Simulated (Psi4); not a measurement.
magnesium atom (Mg), singlet; Psi4 with HF/def2-TZVP.

Psi4 was given this input:
```
memory 2 GB

molecule mol {
0 1
  Mg    0.000000    0.000000    0.000000
}

set basis def2-tzvp
set reference rhf

energy('scf')
print_variables()
```

Q: Write the output that Psi4 gives for this input, abridged.

A: 
```
   => Loading Basis Set <=

    Name: DEF2-TZVP
    Role: ORBITAL
    Keyword: BASIS

         ---------------------------------------------------------
                                   SCF
               by Justin Turney, Rob Parrish, Andy Simmonett
                          and Daniel G. A. Smith
                              RHF Reference
         ---------------------------------------------------------

  ==> Geometry <==

    Molecular point group: d2h
    Geometry (in Angstrom), charge = 0, multiplicity = 1:

       Center              X                  Y                   Z               Mass
    ------------   -----------------  -----------------  -----------------  -----------------
         MG           0.000000000000     0.000000000000     0.000000000000    23.985041697000

  Running in d2h symmetry.

  Rotational constants: A = ************  B = ************  C = ************ [cm^-1]
  Rotational constants: A = ************  B = ************  C = ************ [MHz]
  Nuclear repulsion =    0.000000000000000

  Charge       = 0
  Multiplicity = 1
  Electrons    = 12
  Nalpha       = 6
  Nbeta        = 6

  ==> Algorithm <==

  SCF Algorithm Type is DF.
  DIIS enabled.
  MOM disabled.
  Fractional occupation disabled.
  Guess Type is CORE.
  Energy threshold   = 1.00e-06
  Density threshold  = 1.00e-06
  Integral threshold = 1.00e-12

  ==> Primary Basis <==

  Basis Set: DEF2-TZVP
    Blend: DEF2-TZVP
    Number of shells: 12
    Number of basis functions: 32
    Number of Cartesian functions: 35
    Spherical Harmonics?: true
    Max angular momentum: 2

   => Loading Basis Set <=

    Name: (DEF2-TZVP AUX)
    Role: JKFIT
    Keyword: DF_BASIS_SCF

  ==> Integral Setup <==

  SCF_SUBTYPE=INCORE selected. In-core MEM_DF algorithm will be used.
  Using in-core AOs.

  ==> MemDFJK: Density-Fitted J/K Matrices <==

    J tasked:                   Yes
    K tasked:                   Yes
    wK tasked:                   No
    Algorithm:                 Core
    Schwarz Cutoff:           1E-12
    Mask sparsity (%):       0.0000
    Fitting Condition:        1E-10

   => Auxiliary Basis Set <=

  Basis Set: (DEF2-TZVP AUX)
    Blend: DEF2-UNIVERSAL-JKFIT
    Number of shells: 34
    Number of basis functions: 112
    Number of Cartesian functions: 137
    Spherical Harmonics?: true
    Max angular momentum: 4

  Minimum eigenvalue in the overlap matrix is 8.5960256397E-02.
  Reciprocal condition number of the overlap matrix is 3.5563916445E-02.
    Using symmetric orthogonalization.

  ==> Pre-Iterations <==

  SCF Guess: Core (One-Electron) Hamiltonian.

   -------------------------------------------------------
    Irrep   Nso     Nmo     Nalpha   Nbeta   Ndocc  Nsocc
   -------------------------------------------------------
     Ag        11      11       3       3       3       0
     B1g        3       3       0       0       0       0
     B2g        3       3       0       0       0       0
     B3g        3       3       0       0       0       0
     Au         0       0       0       0       0       0
     B1u        4       4       1       1       1       0
     B2u        4       4       1       1       1       0
     B3u        4       4       1       1       1       0
   -------------------------------------------------------
    Total      32      32       6       6       6       0
   -------------------------------------------------------

  ==> Iterations <==

                           Total Energy        Delta E     RMS |[F,P]|

   @DF-RHF iter   1:  -188.19412652570713   -1.88194e+02   3.45424e-01 ADIIS
   @DF-RHF iter   2:  -197.18540918647474   -8.99128e+00   2.40435e-01 ADIIS
   @DF-RHF iter   3:  -199.40397713619896   -2.21857e+00   7.80475e-02 ADIIS/DIIS
   @DF-RHF iter   4:  -199.60027843798397   -1.96301e-01   1.35801e-02 ADIIS/DIIS
   @DF-RHF iter   5:  -199.60660939273424   -6.33095e-03   4.21204e-04 ADIIS/DIIS
   @DF-RHF iter   6:  -199.60662971718239   -2.03244e-05   6.83247e-05 DIIS
   @DF-RHF iter   7:  -199.60663083682400   -1.11964e-06   4.57137e-06 DIIS
   @DF-RHF iter   8:  -199.60663084047749   -3.65350e-09   3.33172e-07 DIIS
  Energy and wave function converged.

  ==> Post-Iterations <==

    Orbital Energies [Eh]
    ---------------------

    Doubly Occupied:

       1Ag   -49.028962     2Ag    -3.767328     1B1u   -2.281487
       1B3u   -2.281487     1B2u   -2.281487     3Ag    -0.252993

    Virtual:

       2B3u    0.054792     2B2u    0.054792     2B1u    0.054792
       4Ag     0.158603     1B1g    0.200511     1B2g    0.200511
       1B3g    0.200511     5Ag     0.200511     6Ag     0.200511
       3B3u    0.404809     3B2u    0.404809     3B1u    0.404809
       7Ag     0.780396     8Ag     0.780396     2B1g    0.780396
       2B2g    0.780396     2B3g    0.780396     4B2u    2.115590
       4B3u    2.115590     4B1u    2.115590     9Ag     4.813245
      10Ag     7.014549     3B1g    7.014549     3B2g    7.014549
       3B3g    7.014549    11Ag     7.014549

    Final Occupation by Irrep:
             Ag   B1g   B2g   B3g    Au   B1u   B2u   B3u
    DOCC [     3,    0,    0,    0,    0,    1,    1,    1 ]
    NA   [     3,    0,    0,    0,    0,    1,    1,    1 ]
    NB   [     3,    0,    0,    0,    0,    1,    1,    1 ]

  @DF-RHF Final Energy:  -199.60663084047749

   => Energetics <=

    Nuclear Repulsion Energy =              0.0000000000000000
    One-Electron Energy =                -279.4258042237331665
    Two-Electron Energy =                  79.8191733832556736
    Total Energy =                       -199.6066308404774929

Computation Completed

Properties will be evaluated at   0.000000,   0.000000,   0.000000 [a0]

Properties computed using the SCF density matrix

 Multipole Moments:

 ------------------------------------------------------------------------------------
     Multipole            Electronic (a.u.)      Nuclear  (a.u.)        Total (a.u.)
 ------------------------------------------------------------------------------------

 L = 1.  Multiply by 2.5417464519 to convert [e a0] to [Debye]
 Dipole X            :          0.0000000            0.0000000            0.0000000
 Dipole Y            :          0.0000000            0.0000000            0.0000000
 Dipole Z            :          0.0000000            0.0000000            0.0000000
 Magnitude           :                                                    0.0000000

 ------------------------------------------------------------------------------------

  Variable Map:
  ----------------------------------------------------------------------------
  "CURRENT ENERGY"           =>    -199.606630840477
  "CURRENT REFERENCE ENERGY" =>    -199.606630840477
  "DD SOLVATION ENERGY"      =>       0.000000000000
  "HF KINETIC ENERGY"        =>     199.618309026603
  "HF POTENTIAL ENERGY"      =>    -399.224939867080
  "HF TOTAL ENERGY"          =>    -199.606630840477
  "HF VIRIAL RATIO"          =>       1.999941497420
  "NUCLEAR REPULSION ENERGY" =>       0.000000000000
  "ONE-ELECTRON ENERGY"      =>    -279.425804223733
  "PCM POLARIZATION ENERGY"  =>       0.000000000000
  "PE ENERGY"                =>       0.000000000000
  "SCF ITERATION ENERGY"     =>    -199.606630840477
  "SCF ITERATIONS"           =>       8.000000000000
  "SCF TOTAL ENERGY"         =>    -199.606630840477
  "TWO-ELECTRON ENERGY"      =>      79.819173383256

  Array Variable Map:
  ----------------------------------------------------------------------------
  "CURRENT DIPOLE"           =>       0.000000000000 ... 0.000000000000 1 by 3
  "SCF DIPOLE"               =>       0.000000000000 ... 0.000000000000 1 by 3
  "SCF TOTAL ENERGIES"       =>    -188.194126525707 ... -199.606630840477 1 by 8
```
